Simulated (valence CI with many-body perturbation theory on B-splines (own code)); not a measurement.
Valence orbitals of Tb³³⁺

Level of theory: configuration interaction combined with many-body perturbation theory (CI+MBPT): four valence electrons over a frozen Dirac-Fock core [Ar] 3d10, a basis of 11 s, 11 p, 9 d, 7 f, 5 g, 2 h, 1 i functions for each j, with the one-electron correlation potential Σ1, the two-electron term Σ2, the three-electron term Σ3, Breit, model QED; selected CI, second order for the rest (own B-spline code, finite nucleus).

The last digits are not significant, and no measured levels were compared; by estimate large intervals hold to a few tenths of a per cent, small ones and those within an open d or f shell to about a per cent.

These are the spectroscopic orbitals of the CI (the correlating ones are not listed), shaped by the core and the other valence electrons. h is the expectation value of the core's Dirac-Fock operator, without the valence repulsion; Σ1 is computed up to l = 3 at one energy for each symmetry, that of its lowest orbital but kept below the first core excitation, so for empty shells it is not the orbital's own correlation shift; Breit and QED include the response of the core.

```tsv
Orbital	h (hartree)	Σ1 (cm⁻¹)	Breit (cm⁻¹)	QED (cm⁻¹)	⟨r⟩ (bohr)
4s1/2	-59.179	-13530	7868	5922	0.4831
5s1/2	-35.144	-4829	3465	2654	0.8184
6s1/2	-23.297	-2321	1791	1396	1.245
7s1/2	-16.579	-1316	1058	828	1.758
4p1/2	-56.354	-14120	12289	26.5	0.4826
5p1/2	-33.78	-5101	5457	16.2	0.8289
6p1/2	-22.545	-2505	2894	9.8	1.263
7p1/2	-16.122	-1437	1730	6.2	1.785
4p3/2	-54.472	-12591	7484	593	0.5007
5p3/2	-32.908	-4724	3345	270	0.8521
6p3/2	-22.069	-2358	1908	146	1.292
7p3/2	-15.834	-1365	1144	88.2	1.819
4d3/2	-49.989	-13914	5276	-314	0.4925
5d3/2	-30.786	-5206	2424	-138	0.8609
6d3/2	-20.901	-2632	1325	-74.1	1.315
4d5/2	-49.588	-13350	3230	-92.3	0.4975
5d5/2	-30.594	-5004	1432	-36.1	0.8670
6d5/2	-20.794	-2531	783	-18.1	1.322
4f5/2	-44.797	-13283	1833	-170	0.4632
5f5/2	-28.474	-4327	819	-82.1	0.8516
4f7/2	-44.708	-12882	617	-98.0	0.4649
5f7/2	-28.421	-4194	282	-45.6	0.8538
5g7/2	-27.409		56.7	-15.3	0.7861
5g9/2	-27.389		-17.8	-0.1	0.7870
```

Among the shells of the start configuration 4s2 4p2, Σ1 is largest in size for 4p1/2, where it is 0.11 % of h.

Lowest root of each symmetry, sizes in configuration state functions:

```tsv
J	Parity	Roots	Reference	Variational	Second order	Change by selected CI (cm⁻¹)	Change by second order (cm⁻¹)
0	even	7	34	15621	60775	-5489	-1
1	even	11	70	37156	175255	-4448	-4
2	even	16	106	39998	312490	-5135	-14
3	even	11	96	39997	417781	-8271	-33
4	even	6	82	39991	334706	-5713	-32
5	even	2	47	21582	219952	-6516	-23
0	odd	3	17	10811	57007	-7486	-5
1	odd	8	46	30525	184013	-7686	-6
2	odd	9	58	38820	278654	-5561	-6
3	odd	5	53	38421	274522	-5476	-13
4	odd	2	37	26059	284034	-7582	-17
```
